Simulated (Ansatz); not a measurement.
Reaction (ligand exchange at the Si–C bond): `[SiH3]/C=C\S` + `N[AsH2]` → `[SiH3]N[AsH2]` + `C=CS`

Program: Ansatz. Geometries: PBE0-D4/def2-TZVP. ΔE: electronic, gas phase. CBS: MP2 limit from def2 TZ/QZ plus the TZ coupled-cluster correction, frozen cores. This one scheme is used for every species. DFT in def2-TZVPP. For As outer-core shells are correlated without core-valence functions, which leaves a few kJ/mol of doubt a bond. Scalar relativity is left out up to krypton. Each species was taken in one conformer, which may not be the lowest.

(1) Is it downhill or uphill in electronic energy at CCSD(T)/CBS, and by how much? (Best estimate.)

(2) What do these levels give: PBE-D4, PBE0-D4, PBE, CAM-B3LYP, HF/def2-TZVPP, MP2/def2-QZVPP? (An estimate is asked.)

Largest T1 diagnostic among the species: 0.013.

Answers

(1) Ansatz gave: Downhill: ΔE = -53.9 kJ/mol.

(2) Ansatz gave: PBE-D4 -40.5, PBE0-D4 -46.0, PBE -41.2, CAM-B3LYP -57.1, HF/def2-TZVPP -68.6, MP2/def2-QZVPP -54.8 kJ/mol.

In def2-TZVPP, CCSD(T) changes the Hartree–Fock value by +15.4 kJ/mol (the triples alone add +3.2 kJ/mol) and MP2 by +14.7 kJ/mol. Leaving LDA and LC-ωPBE aside and taking each functional with its dispersion term where it has one, the values, not all of them listed here, spread over 19.1 kJ/mol, from BHLYP-D4 to revPBE-D4.
